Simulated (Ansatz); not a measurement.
A nudged elastic band was laid between two geometries of AlF3H4HfO2 (11 atoms, charge 0, multiplicity 1).

Level of theory: Ansatz 0.2.0, RKS PBE-D4/def2-SVP.

```yaml
movable_images: 7
climbing_image: yes
spring: 5.0 eV/Å²
optimiser: quadratic models (default)
start_path: through a guess of the saddle point
force_threshold: 0.05 eV/Å
iteration_limit: 60
end_points: relaxed
```

First end point:

```xyz
11
Properties=species:S:1:pos:R:3
Hf 0.030 -0.258 0.414
O 0.314 0.795 2.000
H 0.437 1.390 2.750
F 1.315 0.497 -0.799
F -1.781 0.196 -0.041
F -0.100 -2.058 -0.817
O 0.477 -2.049 1.515
Al 0.310 -3.470 0.281
H 1.740 -4.069 -0.092
H -0.994 -4.336 0.585
H 0.712 -2.079 2.458
```

Last end point:

```xyz
11
Properties=species:S:1:pos:R:3
Hf 0.138 -0.395 -0.089
O 0.435 0.125 2.224
H -0.326 0.653 2.541
F 1.804 0.535 -0.377
F -1.435 0.657 0.387
F -0.367 -0.911 -1.878
O 0.305 -2.181 0.735
Al 0.459 -3.905 0.677
H 1.150 -4.573 -0.595
H -0.078 -4.711 1.946
H 0.377 -0.736 2.685
```

(1) Which bonds break or form, and what moves?

(2) Give the energies along the band, and the barrier.

(3) What is the geometry of the highest image?

The band took 27 iterations and roughly 26 core-minutes.

Results:

(1) Bonds broken: F6–Al8, O7–H11. Bonds formed: O2–H11.

(2) The forces met the threshold. The highest image is number 6 of 0 to 8, 91.7 kJ/mol above the first end and 2.6 kJ/mol above the last; the last end lies 89.1 kJ/mol above the first. The profile has 2 maxima (images 3, 6) with wells between them (image 4): this band takes more than one step, which may be the mechanism or a detour left from its start path. A vibrational analysis at the climbing image gives one clearly imaginary mode, 62i cm⁻¹: a first-order saddle point. The orbitals stay closed-shell, which can raise the energy where a bond breaks towards radicals; this wasn't checked here.

```json
{"image": "0", "path coordinate (Å)": "0.00", "energy (kJ/mol)": "0.0", "F6–Al8 (Å)": "1.83", "O7–H11 (Å)": "0.97", "O2–H11 (Å)": "2.94"}
{"image": "1", "path coordinate (Å)": "0.67", "energy (kJ/mol)": "1.7", "F6–Al8 (Å)": "1.84", "O7–H11 (Å)": "0.97", "O2–H11 (Å)": "2.81"}
{"image": "2", "path coordinate (Å)": "1.34", "energy (kJ/mol)": "22.0", "F6–Al8 (Å)": "1.87", "O7–H11 (Å)": "0.98", "O2–H11 (Å)": "2.13"}
{"image": "3", "path coordinate (Å)": "2.00", "energy (kJ/mol)": "82.9", "F6–Al8 (Å)": "1.93", "O7–H11 (Å)": "1.17", "O2–H11 (Å)": "1.35"}
{"image": "4", "path coordinate (Å)": "2.67", "energy (kJ/mol)": "72.4", "F6–Al8 (Å)": "1.99", "O7–H11 (Å)": "1.88", "O2–H11 (Å)": "1.00"}
{"image": "5", "path coordinate (Å)": "3.34", "energy (kJ/mol)": "84.7", "F6–Al8 (Å)": "2.46", "O7–H11 (Å)": "2.17", "O2–H11 (Å)": "0.98"}
{"image": "6", "path coordinate (Å)": "4.01", "energy (kJ/mol)": "91.7", "F6–Al8 (Å)": "3.19", "O7–H11 (Å)": "2.31", "O2–H11 (Å)": "0.98"}
{"image": "7", "path coordinate (Å)": "4.94", "energy (kJ/mol)": "89.8", "F6–Al8 (Å)": "3.82", "O7–H11 (Å)": "2.43", "O2–H11 (Å)": "0.98"}
{"image": "8", "path coordinate (Å)": "5.88", "energy (kJ/mol)": "89.1", "F6–Al8 (Å)": "4.02", "O7–H11 (Å)": "2.43", "O2–H11 (Å)": "0.98"}
```

(3) 
```xyz
11
Properties=species:S:1:pos:R:3
Hf 0.050 -0.526 0.022
O 0.591 0.340 2.152
H -0.148 0.820 2.575
F 1.528 0.481 -0.710
F -1.570 0.446 0.496
F -0.578 -1.592 -1.477
O 0.523 -2.121 1.080
Al 0.451 -3.793 0.589
H 1.675 -4.374 -0.251
H -0.796 -4.647 1.098
H 0.734 -0.474 2.679
```

Run time: 6.9 min on 4 threads of Arm Neoverse V2 (shared host), peak memory 0.21 GiB.
